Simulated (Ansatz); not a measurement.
C$_{2}$H$_{5}$AlO$_{2}$. The species carries charge 0 and has multiplicity 1. The bonds changed during the relaxation, so this is another structure than the one it started from. Geometry: relaxed with PBE0-D4/def2-TZVP. It is one conformer, not always the lowest.

```xyz
10

C     1.637   -0.335    0.208
Al   -0.078    0.513    0.535
O    -1.074    0.869   -1.077
C    -1.831   -0.080   -0.733
O    -1.572   -0.691    0.340
H     1.595   -1.049   -0.619
H     1.986   -0.876    1.093
H     2.406    0.406   -0.034
H    -0.378    1.608    1.635
H    -2.691   -0.365   -1.349
```

**Question.** What is the dipole moment at B3LYP/def2-TZVPP? (An estimate is asked.)

**Answer.** The calculation gave: 1.51 D, with components (-0.76, -0.74, -1.08) D in this frame, pointing from negative to positive charge.

**Question.** And with PBE, r2SCAN, ωB97M-V? (Best estimate.)

**Answer.** Ansatz gave: PBE 1.38 D, r2SCAN 1.48 D, ωB97M-V 1.60 D.

**Question.** Give the Mulliken charges with B3LYP, ωB97M-V, PBE in def2-TZVPP. (Estimate.)

**Answer.** Computed: 
```
atom  B3LYP  ωB97M-V    PBE
  C1  -0.45    -0.52  -0.44
 Al2   0.57     0.53   0.46
  O3  -0.34    -0.34  -0.28
  C4   0.33     0.36   0.29
  O5  -0.34    -0.34  -0.28
  H6   0.08     0.10   0.09
  H7   0.09     0.11   0.09
  H8   0.09     0.11   0.09
  H9  -0.16    -0.13  -0.14
 H10   0.13     0.13   0.11
```

B3LYP here is the variant with VWN-RPA as its local correlation; programs differ in this.
